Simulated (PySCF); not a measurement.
C₃H₁₀OSi₂, SMILES C=C[SiH2]CO[SiH3].

Coordinates come from a ωB97X-D3(BJ)/def2-SVP optimisation. The structure was generated by enumeration, and PubChem lists no compound with its InChIKey, so it may never have been made. Other conformers were not sampled.

Calculation: TDA-B3LYP/def2-SVPD (PySCF).

Vertical excitations. Gas-phase values at a fixed geometry.

Computed UV-visible absorptions:
```json
[
 {"state": "S1", "energy (eV)": "6.32", "λ (nm)": "196", "f": "0.055", "main pairs": "HOMO−2→LUMO 38 %, HOMO→LUMO 36 %, HOMO−1→LUMO 16 %"},
 {"state": "S2", "energy (eV)": "6.51", "λ (nm)": "190", "f": "0.016", "main pairs": "HOMO−1→LUMO 67 %"},
 {"state": "S3", "energy (eV)": "6.67", "λ (nm)": "186", "f": "0.006", "main pairs": "HOMO→LUMO+1 52 %, HOMO−3→LUMO 20 %, HOMO−1→LUMO+1 12 %"},
 {"state": "S4", "energy (eV)": "6.80", "λ (nm)": "182", "f": "0.046", "main pairs": "HOMO−3→LUMO 38 %, HOMO→LUMO+1 30 %, HOMO−1→LUMO+1 17 %"},
 {"state": "S5", "energy (eV)": "6.89", "λ (nm)": "180", "f": "0.012", "main pairs": "HOMO−1→LUMO+1 60 %, HOMO−3→LUMO 19 %, HOMO−1→LUMO 13 %"},
 {"state": "S6", "energy (eV)": "7.17", "λ (nm)": "173", "f": "0.115", "main pairs": "HOMO−2→LUMO+1 58 %, HOMO→LUMO+3 11 %, HOMO−2→LUMO 9 %"},
 {"state": "T1", "energy (eV)": "4.27", "λ (nm)": "291", "f": "0", "main pairs": "HOMO→LUMO 75 %, HOMO−2→LUMO 15 %"},
 {"state": "T2", "energy (eV)": "5.93", "λ (nm)": "209", "f": "0", "main pairs": "HOMO−3→LUMO 39 %, HOMO−2→LUMO 35 %, HOMO−1→LUMO 16 %, HOMO→LUMO 7 %"}
]
```
Triplets are in the Tamm–Dancoff approximation.
